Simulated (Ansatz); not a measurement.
Cartesian coordinates (Å):
SMILES: O[SiH]=C
```xyz
7

C     -1.1856     0.0712     0.1089
Si     0.4065     0.1315    -0.4531
O      1.7640    -0.2963     0.3470
H     -1.4879    -0.2683     1.0916
H     -1.9835     0.3936    -0.5507
H      0.8204     0.5923    -1.7872
H      1.6661    -0.6241     1.2434
```
Charge 0, spin multiplicity 1.

The numbers are results of frozen-core CCSD(T)/def2-TZVPP // PBE0-D3(BJ)/def2-TZVP run with Ansatz (a program for electronic structure), not measurements.

The HF energy comes out as -404.04070 Ha and the MP2 correlation energy comes out as -0.52791 Ha.

Estimate the CCSD correlation energy, the (T) correction, the total energy and the T1 diagnostic.


```yaml
CCSD correlation energy: -0.55215 Ha
"(T) correction": -0.02229 Ha
CCSD(T) total energy: -404.61514 Ha
T1 diagnostic: 0.013
```
